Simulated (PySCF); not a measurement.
Si(Cl)2(F)(GeH3) (Cl₂FGeH₃Si), SMILES F[Si](Cl)(Cl)[GeH3].

Coordinates come from a ωB97X-D3(BJ)/def2-SVP optimisation.

Computed with HF/def2-TZVP run with PySCF.

The molecule is in vacuum.

Computed frontier levels, gap, dipole moment and polarisability:
The highest occupied level comes out as -11.57 eV and the lowest empty level comes out as 2.93 eV. The orbital gap comes out as 14.49 eV, the dipole moment is 1.90 D and the quadrupole, principal values (traceless, Buckingham form, about the centre of nuclear charge) comes out as -2.78, 0.53, 2.25 D·Å. The mean static polarisability comes out as 72.2 bohr³ (10.70 Å³) and the polarisability, principal values is 61.0, 76.0, 79.6 bohr³.
